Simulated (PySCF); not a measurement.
SMILES O[Si](O)(O)/C=C/[Si](O)(O)O, singlet (GFN2-xTB optimised geometry):

```
18

Si    -1.395     1.902    -0.709
O     -0.288     2.849     0.018
O     -2.803     2.112     0.085
O     -1.629     2.410    -2.240
C     -0.843     0.098    -0.710
C      0.172    -0.392     0.000
Si     0.717    -2.193     0.000
O      0.247    -3.034     1.315
O      0.084    -2.998    -1.276
O      2.344    -2.193     0.000
H      0.546     2.998    -0.416
H     -2.787     2.143     1.037
H     -2.513     2.396    -2.594
H     -1.396    -0.592    -1.337
H      0.726     0.294     0.628
H     -0.656    -3.332     1.362
H      0.310    -2.718    -2.157
H      2.803    -2.806     0.568
```

Calculation: B3LYP/def2-SVP (PySCF 2.14.0).

Question: What are the frontier orbital energies and the dipole moment?

Answer: HOMO-2 -8.50 eV, HOMO-1 -7.60 eV, HOMO -7.46 eV, LUMO -0.72 eV, LUMO+1 0.90 eV; dipole moment 0.82 D.

On the same geometry PySCF with PBE/def2-SVP gives HOMO-2 -6.98 eV, HOMO-1 -6.54 eV, HOMO -6.19 eV, LUMO -1.47 eV, LUMO+1 0.36 eV; dipole moment 0.79 D.

Meta-Löwdin charges at B3LYP/def2-SVP: Si1 1.41, O2 -0.72, O3 -0.72, O4 -0.72, C5 -0.35, C6 -0.35, Si7 1.40, O8 -0.72, O9 -0.72, O10 -0.72, H11 0.34, H12 0.34, H13 0.34, H14 0.09, H15 0.10, H16 0.33, H17 0.33, H18 0.33.
